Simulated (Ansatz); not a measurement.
F$_{3}$Te, charge +1, singlet, at a GFN2-xTB geometry (all electrons, no relativity); PBE/STO-3G (Ansatz, a first-principles code).

Input for Ansatz:
Ansatz 0.2 input:
```yaml
crystal:
  periodic: [false, false, false]
  atoms:
    - {symbol: Te, position_ang: [-0.06651998, 0.12188136, 0.33078461]}
    - {symbol: F, position_ang: [-1.16789324, -1.07688202, -0.58739142]}
    - {symbol: F, position_ang: [0.08902262, 1.21325728, -1.17845659]}
    - {symbol: F, position_ang: [1.46320830, -0.84057864, -0.14535195]}
basis:
  gaussian:
    orbitals: STO-3G
hamiltonian:
  xc: pbe
total_charge: 1
accuracy: high
```

### Question
Predict the main parts of the log of this Ansatz run.

### Answer

```
Functional definition: PBE
682 factors; integrals over basis functions are off by at most 5.1e-9 eV
mean field evaluation 1: about -186206.3520 eV, gradient 3.4e1 eV
mean field evaluation 2: about -186196.8971 eV, gradient 5.3e1 eV
mean field evaluation 4: about -186212.6121 eV, gradient 7.1e-1 eV
mean field evaluation 8: about -186212.6053 eV, gradient 1.8e-1 eV
mean field evaluation 16: about -186212.6054 eV, gradient 5.9e-7 eV
mean field -186212.60544965 eV, -6843.1870308373 hartree, gradient 3.7e-8 eV, S^2 0.000000; 0 other end points of the search recorded, 0 dependent functions left out
reference -186212.60545088 eV, -6843.1870308825 hartree; 39, 39 occupied and 3, 3 virtual orbitals, 682 factors
Total energy: -186212.60545088 eV, -6843.1870308825 hartree
```
